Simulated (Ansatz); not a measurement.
Coupled-cluster diagnostics for HfO₄H₄, Ansatz.

Geometry of the singlet (r2SCAN-D4/def2-SVP):

```csv
atom,x (Å),y (Å),z (Å)
Hf1,0.0747,0.3434,-0.7863
O2,0.5299,-0.3166,2.0792
O3,0.0930,0.9084,1.4550
O4,-0.4987,-1.1518,-1.8183
O5,-1.1700,0.6590,0.8096
H6,-0.0402,-0.3251,2.8728
H7,-0.0942,1.8075,-1.9127
H8,1.8868,0.0674,-0.5167
H9,-0.7813,-1.9922,-2.1826
```

In the def2 sets Hf takes a core potential; there is no spin–orbit coupling. Correlated methods freeze 4 core orbitals; core or outer-core shells of Hf are correlated, in sets that lack core-valence functions. The structure holds 2 bonds between oxygen atoms, so isomers without such links may lie far lower. Another isomer (singlet) lies 4.77 eV lower at PBE0-D4/def2-TZVP; other spin states weren't run for this one.

Q: Estimate the CCSD(T) correlation energy, the shares of MP2 and (T), T1 and the reference's ⟨S²⟩ for: charge 0, singlet, own geometry in def2-TZVP; and the rough time on 4 threads of Arm Neoverse V2 on a shared host.

A: 
| state | basis | correlation (eV) | MP2 share (%) | (T) share (%) | T1 | ⟨S²⟩ (pure) | wall time |
| --- | --- | --- | --- | --- | --- | --- | --- |
| charge 0, singlet, own geometry | def2-TZVP | -35.790 | 95.2 | 3.9 | 0.019 | 0.00 (0.00) | 80 s |
Customary marks for T1 are 0.02 (closed shells), 0.045 (open shells) and about 0.05 (3d metals). T1 stays under 0.02 throughout.
